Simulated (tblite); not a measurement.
A structure optimised at GFN2-xTB (Å):
```
atom  x, y, z in Å
C1    -2.9318    0.5312   -0.4797
C2    -1.8632   -0.2365   -0.7433
C3    -0.8478   -0.5895    0.2627
C4     0.5526    0.0753   -0.0766
C5     0.4166    1.5887    0.0154
C6     1.7191   -0.5995    0.6566
C7     2.0829   -1.1165   -0.7309
O8     1.0262   -0.3851   -1.3160
H9    -3.0669    1.0157    0.4755
H10   -3.7162    0.6719   -1.2056
H11   -1.7067   -0.6415   -1.7355
H12   -0.6701   -1.6672    0.2426
H13   -1.1301   -0.2700    1.2658
H14   -0.3334    1.9477   -0.6834
H15    0.1448    1.8793    1.0262
H16    1.3716    2.0442   -0.2396
H17    1.4836   -1.3459    1.4112
H18    2.4297    0.1091    1.0801
H19    3.0523   -0.8065   -1.1395
H20    1.9818   -2.1941   -0.9085
```

Charge +1 and doublet state.

(1) Which heavy atoms are bonded, and with what formal order?

(2) Give the structure as a SMILES string.

(3) Name the point group.

(4) Which rings does it hold?

(5) Describe the place of each heavy atom.

(6) What is the arrangement about C4?

(7) What is the arrangement about C1?

Answers

(1) C1–C2 1.34 Å (single); C2–C3 1.47 Å (single); C3–C4 1.59 Å (single); C4–C5 1.52 Å (single); C4–C6 1.53 Å (single); C6–C7 1.52 Å (single); C7–O8 1.41 Å (single); C4–O8 1.40 Å (single). Bonds to hydrogen (Å): C1–H9 1.08; C1–H10 1.08; C2–H11 1.08; C3–H12 1.09; C3–H13 1.09; C5–H14 1.09; C5–H15 1.09; C5–H16 1.09; C6–H17 1.09; C6–H18 1.09; C7–H19 1.10; C7–H20 1.10. The orders are those of one drawing; other resonance forms can be drawn.

(2) `[CH2+][CH]C[C@@]1(C)CCO1`, [C7H12O]+.

(3) C1 (no symmetry element, even within 0.4 Å).

(4) C4–C6–C7–O8 (4 members, 0.02 Å rms from planarity).

(5) C1: carbon bonded to C and 2 H; C2: carbon bonded to 2 C and H; C3: carbon bonded to 2 C and 2 H; C4: carbon bonded to 3 C and O; C5: carbon bonded to C and 3 H; C6: carbon bonded to 2 C and 2 H; C7: carbon bonded to C, O and 2 H; O8: oxygen bonded to 2 C.

(6) It has 4 neighbours (C3, C5, C6, O8) and has angles from 91.2° to 118.4°.

(7) It has 3 neighbours (C2, H9, H10) and is planar (angles 122.0°, 121.5° and 116.5°, sum 360.0°, 0.01 Å off the plane of its three neighbours).

These are computed values.
